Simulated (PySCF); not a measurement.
**Correlation energy of Ne²⁺ (neon, charge +2)**

[He] 2s1 2p4 3s1, high-spin 5P determinant (an excited configuration). All numbers are calculated (PySCF 2.14, the spin-free X2C one-electron Hamiltonian (Gaussian nucleus), in aug-cc-pCVTZ-DK with one added diffuse shell each of s, p, d, f type (8s7p5d3f, 75 functions)). Frozen: nothing; 8 electrons correlated.

MP2 pair energies summed by pair of shells (mhartree):

```tsv
pair	energy	share (%)
2p-2p	-87.77	49.9
1s-1s	-35.47	20.2
1s-2p	-17.84	10.1
2p-3s	-16.37	9.3
2s-2p	-14.71	8.4
1s-2s	-2.92	1.7
2s-3s	-0.48	0.3
1s-3s	-0.35	0.2
```

Total MP2 correlation energy: -175.90 mhartree.

Same-spin part -45.33 and opposite-spin part -130.57 mhartree; SCS-MP2 scales them by 1/3 and 6/5 to -171.80 mhartree.
